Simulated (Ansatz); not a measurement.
C2H5ClOSi, SMILES `CC1(Cl)O[SiH2]1`. Total charge 0; spin multiplicity 1. All single points use the PBE0-D4/def2-TZVP geometry.

```xyz
10

C     1.326    0.215    0.428
C     0.005   -0.434    0.167
Cl    0.093   -2.200    0.403
O    -1.095    0.148    0.887
Si   -1.414    0.223   -0.756
H     2.090   -0.195   -0.233
H     1.253    1.292    0.263
H     1.626    0.039    1.465
H    -2.469   -0.668   -1.278
H    -1.417    1.580   -1.345
```

(1) What is the dipole moment at r2SCAN/def2-TZVPP? (Best estimate.)

(2) And with PBE, B3LYP, ωB97M-V? (Estimate.)

(3) Give the Mulliken charges with r2SCAN, B3LYP, PBE in def2-TZVPP. (Estimate.)

Answers

(1) Computed: 2.58 D, with components (0.11, 1.77, -1.88) D in this frame, pointing from negative to positive charge.

(2) Computed: PBE 2.42 D, B3LYP 2.68 D, ωB97M-V 2.73 D.

(3) Computed: 
```json
{"atom": "C1", "r2SCAN": "-0.11", "B3LYP": "-0.22", "PBE": "-0.23"}
{"atom": "C2", "r2SCAN": "0.15", "B3LYP": "0.17", "PBE": "0.16"}
{"atom": "Cl3", "r2SCAN": "-0.17", "B3LYP": "-0.16", "PBE": "-0.15"}
{"atom": "O4", "r2SCAN": "-0.38", "B3LYP": "-0.38", "PBE": "-0.30"}
{"atom": "Si5", "r2SCAN": "0.46", "B3LYP": "0.42", "PBE": "0.35"}
{"atom": "H6", "r2SCAN": "0.06", "B3LYP": "0.09", "PBE": "0.09"}
{"atom": "H7", "r2SCAN": "0.05", "B3LYP": "0.08", "PBE": "0.08"}
{"atom": "H8", "r2SCAN": "0.06", "B3LYP": "0.10", "PBE": "0.10"}
{"atom": "H9", "r2SCAN": "-0.05", "B3LYP": "-0.04", "PBE": "-0.04"}
{"atom": "H10", "r2SCAN": "-0.06", "B3LYP": "-0.06", "PBE": "-0.05"}
```

B3LYP here is the variant with VWN-RPA as its local correlation; programs differ in this.
